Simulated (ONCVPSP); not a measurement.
# rubidium (Rb): one change to an ONCV potential, before and after

* Element: Rb (Z = 37)
* Generator: ONCVPSP 4.0.1
* Type: optimised norm-conserving Vanderbilt (ONCV)
* Functional: LDA (Perdew-Wang 92)
* Relativity: scalar-relativistic
* Frozen core: [Ar] 3d10
* Valence charge: 9
* Reference configuration: 4s2 4p6 5s1
* Partial waves: 4s+5s: rc 1.95 bohr, ncon 4, nbas 8, qcut 6.8 1/bohr, 2 projectors; 4p: rc 2.10 bohr, ncon 3, nbas 8, qcut 5.4 1/bohr, 1 projector; d scattering state at 0.44 Ha: rc 2.20 bohr, ncon 4, nbas 8, qcut 4.8 1/bohr, 2 projectors, debl 3.3 Ha
* Local potential: polynomial inside 1.70 bohr (lpopt 5, dvloc0 2 Ha)
* Core correction: Teter function fitted to the true core (icmod 2), fcfact 0.4

Change: reference 4s2 4p6 5s0.5 5p0.5; wave 4p: rc 2.10 bohr, ncon 3, nbas 8, qcut 5.4 1/bohr, 1 projector becomes 4p+5p: rc 2.10 bohr, ncon 3, nbas 8, qcut 5.4 1/bohr, 2 projectors.

Cutoffs: the cutoffs (Ha) at which the residual kinetic energy of the hardest occupied pseudo-wave falls to 1 and 0.1 mHa per electron; they do not see the model core or the augmentation charge, which bear on the density cutoff. Errors are all-electron minus pseudo energies relative to the spin-unpolarised reference configuration.

**Question.** What does the change do?

**Answer.** The potential gets neither clearly harder nor softer (15 Ha and 18 Ha → 15 Ha and 18 Ha); the range in which the p phases agree widens (upper end 0.7 → 2.1); neither file shows a bound ghost.

| quantity | base | changed |
| --- | --- | --- |
| cutoff, loose | 15 Ha | 15 Ha |
| cutoff, tight | 18 Ha | 18 Ha |
| loose cutoff by channel | s 15 Ha, p 6.6 Ha | s 15 Ha, p 6.6 Ha |
| bound ghosts | none | none |
| GHOST(+) flags under 300 eV | none | none |
| largest error over its own tests, meV | +15 | -13 |
| s: phases at 1.97 bohr within 0.05 rad from the reference energy up to (Ha; the scan ends near 5) | to the end of the scan | to the end of the scan |
| p: phases at 2.13 bohr within 0.05 rad from the reference energy up to (Ha; the scan ends near 5) | 0.7 | 2.1 |
| d: phases at 2.24 bohr within 0.05 rad from the reference energy up to (Ha; the scan ends near 5) | to the end of the scan | to the end of the scan |
| rms error of d²Exc/dni dnj with the model core, mHa | 0.36 | 0.27 |
